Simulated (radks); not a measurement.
Q: Spherical quantum dot in the effective-mass picture: electrons in a parabolic well V = omega^2 r^2 / 2 with omega = 2.89, all in effective atomic units (hartree* = m*/eps^2 hartree, bohr* = eps/m* bohr), one dielectric constant everywhere. Calculated with a radial shooting solver with Libxc functionals: non-relativistic Kohn-Sham, PBEsol, spin-polarised, spherical densities. Levels are named by radial order and angular momentum (1s, 1p, 1d, 2s, ...), and open shells are averaged over m. Results are scaled to m* = 0.053 and eps = 14, for which hartree* = 7.358 meV and bohr* = 13.98 nm. At N = 17 the configuration is 1s2 1p6 1d(up 5, down 4). Does electron 18 go into 2s up or 1d down or 2s down?

A: Into 1d down. The total energies of the other choices lie higher by 1.41 meV (2s up), 1.56 meV (2s down).
